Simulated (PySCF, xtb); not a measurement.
Ga(F)2(NCO) (CF₂GaNO), SMILES O=C=[N][Ga]([F])[F].

GFN2-xTB (xtb) at its own geometry gives an orbital gap of 3.46 eV and a dipole moment of 0.98 D.

Geometry: TPSSh-D3(BJ)/def2-SVP. The structure was generated by enumeration; whether it is a known compound was not checked. One conformer was computed; it need not be the lowest.

Task: What does M06-2X/def2-TZVP in PySCF give? (An estimate is asked for; the answer gives what the named calculation found.)

Result: gap 9.72 eV (levels -10.92 and -1.20 eV), dipole 0.18 D.
